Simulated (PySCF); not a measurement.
CF, SMILES [C]F (connectivity only; charge and spin as stated), charge +1, multiplicity 1. The structure is a stationary point at PBE0-D3(BJ)/def2-TZVPD.

PySCF 2.14.0 with TDA-ωB97X/def2-TZVPD puts the lowest singlet excitations at 8.49, 8.49, 11.91, 12.17, 12.17, 15.64 eV.

Problem. What are the lowest excitation roots from PySCF 2.14.0 with ADC(2)/aug-cc-pVDZ? (Estimate from the structure and the level; the computed values follow.)

Solution. 8.49, 8.49, 11.75, 11.82, 11.82, 13.66 eV. S1 differs by 0.00 eV (second minus first; roots are paired by order, and the bases may differ).
